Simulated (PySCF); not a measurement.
C₂H₄GeN₂Se.
Atom-mapped SMILES: `[GeH3:1][c:2]1[n:3][cH:4][se:5][n:6]1` (hydrogens: H7, H8, H9 on Ge1; H10 on C4)

The calculation used PBE0-D3(BJ)/def2-SVP geometry optimisation, gas phase (PySCF 2.14.0).

(1) Give the optimised bond lengths and angles.

Answers

(1) 
| bond | length (bohr) | order |
| --- | --- | --- |
| Ge1–C2 | 3.704 | single |
| C2–N3 | 2.602 | aromatic |
| N3–C4 | 2.446 | aromatic |
| C4–Se5 | 3.514 | aromatic |
| Se5–N6 | 3.426 | aromatic |
| C2–N6 | 2.468 | aromatic |
| Ge1–H7, Ge1–H8, Ge1–H9 | 2.902 | single |
| C4–H10 | 2.067 | single |

Bonds in one row agree within 0.02 bohr and their mean is given. Orders are formal, as drawn. A selection of angles:
| angle | degrees |
| --- | --- |
| C2–Ge1–H7 | 108.5 |
| H7–Ge1–H8 | 109.5 |
| H7–Ge1–H9 | 110.7 |
| Ge1–C2–N3 | 118.8 |
| Ge1–C2–N6 | 120.0 |
| N3–C2–N6 | 121.2 |
| C2–N3–C4 | 111.3 |
| N3–C4–Se5 | 112.5 |
| N3–C4–H10 | 123.5 |
| Se5–C4–H10 | 124.0 |
| C4–Se5–N6 | 86.8 |
| C2–N6–Se5 | 108.2 |

N3 (pyridine-type nitrogen) is bent (angle 111.3°). The C–N distances run from 1.295 Å (N3–C4, aromatic) to 1.377 Å (C2–N3, aromatic), a spread of 0.082 Å. Ge1 (germanium bonded to C and 3 H) is tetrahedral (angles from 108.5° to 110.7°). N6 (pyridine-type nitrogen) is bent (angle 108.2°). The 5-membered ring C2–N3–C4–Se5–N6 has internal angles of 86.8° to 121.2° (sum 540°, against 540° for a flat polygon); it is planar, 0.00 Å rms from its mean plane, widest ring torsion 0°. The 6 heavy atoms lie in one plane (0.001 Å rms).

Point group: Cs (every atom within 0.08 Å of its image). No frequency check.
